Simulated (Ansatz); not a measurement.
Total energies of the cluster B₆Sb₆ from Ansatz at PBE-D4/def2-SVP, gas phase (1 Eh = 27.2114 eV = 2625.5 kJ/mol). The reference geometry is relaxed at r2SCAN-D4/def2-SVP.

```tsv
atom	x (Å)	y (Å)	z (Å)
B1	-0.026	-0.290	-0.479
B2	1.052	-0.917	0.712
B3	-0.272	1.297	-0.907
B4	-0.568	-1.771	0.148
B5	0.870	0.854	0.469
B6	-1.725	-0.700	0.199
Sb7	-0.322	-1.395	2.467
Sb8	1.298	-2.343	-1.031
Sb9	1.855	2.193	-1.038
Sb10	0.758	0.150	-2.740
Sb11	-0.506	1.499	2.222
Sb12	-2.414	1.425	-0.020
```

```
                 state                       geometry  energy (Eh)
      charge 0 singlet                      reference  -1590.42532
      charge 1 doublet                      reference  -1590.17150
     charge -1 doublet                      reference  -1590.48003
     charge -1 doublet  relaxed at r2SCAN-D4/def2-SVP  -1590.48710
 free B atom (doublet)                              –    -24.58153
free Sb atom (quartet)                              –   -240.20171
```

In the def2 sets Sb takes a core potential; there is no spin–orbit coupling.

**Question.** Work out the vertical ionisation energy to the doublet.

**Answer.** E(charge 1 doublet) − E(charge 0 singlet) = -1590.17150 − (-1590.42532) = 0.25382 Eh = 6.91 eV. For comparison, −ε of the highest occupied level is 5.01 eV at this level, 1.90 eV less.

**Question.** Work out the vertical electron affinity, to the doublet.

**Answer.** E(charge 0 singlet) − E(charge -1 doublet) = -1590.42532 − (-1590.48003) = 0.05471 Eh = 1.49 eV. The basis lacks diffuse functions, which makes affinities too small.

**Question.** Give the fundamental gap IE − EA, the Mulliken electronegativity (IE + EA)/2 and the hardness (IE − EA)/2.

**Answer.** From the values in Eh: IE − EA = 0.25382 − 0.05471 = 0.19911 Eh = 5.42 eV; (IE + EA)/2 = 4.20 eV; (IE − EA)/2 = 2.71 eV. The HOMO–LUMO gap of the same run is 1.75 eV, 3.67 eV smaller than the fundamental gap.

**Question.** How much does the charge -1 doublet relax, and what is the adiabatic electron affinity?

**Answer.** Relaxation: -1590.48003 − (-1590.48710) = 0.00707 Eh = 0.19 eV. Adiabatic electron affinity: 0.06178 Eh = 1.68 eV, without zero-point energy. 

**Question.** What is the binding energy per atom against free atoms?

**Answer.** Atoms: 6 × (-24.58153) + 6 × (-240.20171) = -1588.69944 Eh. Binding: -1588.69944 − (-1590.42532) = 1.72588 Eh = 46.96 eV, or 3.91 eV for each of 12 atoms (no zero-point energy, no counterpoise term).

At PBE-D4/def2-SVP the highest occupied level of the charge -1 doublet lies above zero (up to 0.35 eV). By energy differences its removal costs 1.49 eV (vertical, to the charge 0 singlet, at PBE-D4/def2-SVP); self-interaction error and the lack of diffuse functions both raise the level.  

The structure comes from a short search, and lower isomers may exist.
